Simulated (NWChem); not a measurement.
System: SeO, triplet; SMILES O=[Se]

Input file for NWChem:

```
start job
memory heap 200 mb stack 900 mb global 1100 mb
geometry units angstroms noautoz
  O      0.000000     0.000000    -1.317428
  Se     0.000000     0.000000     0.324451
end
basis spherical
  O library 6-31g*
  Se library 6-31g*
end
dft
  odft
  mult 3
  xc xwpbe 0.80 cpbe96 1.0 hfexch 1.00
  cam 0.2 cam_alpha 0.2 cam_beta 0.8
  iterations 150
  mulliken
end
task dft energy
```

Structure relaxed at the PBE0/def2-SVP, spin-unrestricted level. No stability test was run on the SCF state.

### Question
Predict the main results of this run. (LRC-wPBEh/6-31G* (spherical d), spin-unrestricted.) Quantities: energy (Ha); highest occupied level (eV); lowest empty minus highest occupied level, either spin (eV); dipole (D); <S²>.

### Answer
The energy (Ha) is -2476.05 and the highest occupied level (eV) comes out as -9.19. The lowest empty minus highest occupied level, either spin (eV) is 7.72 and the dipole (D) is 2.05. The <S²> is 2.01.
